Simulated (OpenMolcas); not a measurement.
# neutral germanium: effect of the active space

```yaml
Program: OpenMolcas
Method: XMS-CASPT2 or its RAS form, IPEA 0.25 Eh, imaginary shift 0.1 Eh
Basis: ANO-RCC-VTZP
Scalar_Hamiltonian: DKH2, point nucleus
Spin-orbit_coupling: state interaction with AMFI integrals over the reference wave functions, term energies averaged over their components
```

A. 2 electrons in 3 orbitals (4p); 2S+1 = 3 even, 3 roots; 2S+1 = 1 even, 6 roots; closed shells correlated: 3d 4s; CASPT2 step about 0.7 core-seconds
B. 4 electrons in 4 orbitals (4s 4p); 2S+1 = 3 even, 3 roots; 2S+1 = 1 even, 6 roots; 2S+1 = 5 odd, 1 root; 2S+1 = 3 odd, 5 roots; closed shells correlated: 3d; CASPT2 step roughly 1.5 core-seconds
C. 4 electrons in 8 orbitals (4s 4p 5s 5p); 2S+1 = 3 even, 3 roots; 2S+1 = 1 even, 6 roots; 2S+1 = 5 odd, 1 root; 2S+1 = 3 odd, 5 roots; closed shells correlated: 3d; CASPT2 step roughly 3 core-seconds
D. 4 electrons in 9 orbitals (RAS2 4s 4p; RAS3 4d, at most 2 electrons); 2S+1 = 3 even, 3 roots; 2S+1 = 1 even, 6 roots; 2S+1 = 5 odd, 1 root; 2S+1 = 3 odd, 5 roots; closed shells correlated: 3d; CASPT2 step of the order of 6 core-seconds

Energies in cm-1 above 4s2 4p2 3P0, the measured ground level; measured values from NIST Handbook of Basic Atomic Spectroscopic Data.

| Level | A | B | C | D | Measured |
| --- | --- | --- | --- | --- | --- |
| 4s2 4p2 3P0 | 0.0 | 0.0 | 0.0 | 0.0 | 0.0 |
| 4s2 4p2 3P1 | 487 | 489 | 456 | 492 | 557 |
| 4s2 4p2 3P2 | 1267 | 1264 | 1191 | 1283 | 1410 |
| 4s2 4p2 1D2 | 8420 | 8440 | 8630 | 8990 | 7125 |
| 4s2 4p2 1S0 | 18600 | 18210 | 18390 | 19060 | 16367 |

Deviations, from unrounded energies. A percentage is the sum of absolute deviations over the sum of measured energies, with the sign that they share, or ± where signs differ.

```
                        Against measurement  Levels      A      B      C      D
             mean absolute deviation (cm-1)       4    930    840    960   1200
      fine structure of the ground term (%)       2  -10.9  -10.9  -16.3   -9.8
other terms of the ground configuration (%)       2  +15.0  +13.4  +15.0  +19.4
```

B lies closest to measurement on these levels and D furthest from it. The largest miss of B in the table is 4s2 4p2 1S0, by +1800 cm-1. The ranking rests on the paired levels alone, and a cruder setting can come out closer through cancelling errors.

The two smallest mean deviations differ by little beside CASPT2's spread within terms, so their order carries little weight.

Among A to D the level of the table that moves most is 4s2 4p2 1S0, by 860 cm-1 (lowest in B, highest in D). Moves below CASPT2's spread within the term are not significant.

CASPT2 does not keep the components of a term degenerate, so their means are used; among the terms shown or strongly mixed into the levels shown the widest spread is 470 cm-1 (4s2 4p2 1D, A). Over all roots computed the reference weight is 0.90 to 0.96 in B, 0.90 to 0.96 in C; the roots of lowest weight are the least certain, and an intruder state may touch them. Some terms miss by over 15 % even with CASPT2, which points to a basis or an active space too small for the shells correlated. With the s shell closed, the reference lacks s² → p² mixing (holds for A). Active for correlation alone: 5p 5s; no level in the range computed is led by a configuration that fills them, so any true level of that kind is missing (holds for C). Active for correlation alone: 4d; no level in the range computed is led by a configuration that fills it, so any true level of that kind is missing (holds for D). Measured partners are found by configuration, term and J. A level has none where our copy of the source lacks it or the pairing is in doubt (some pairs that miss far off the trend of their configuration count as doubtful), and it then counts in no deviation. Levels of configurations outside the active space are missing. Levels that lie high or do not pair safely by name in every column are left out.
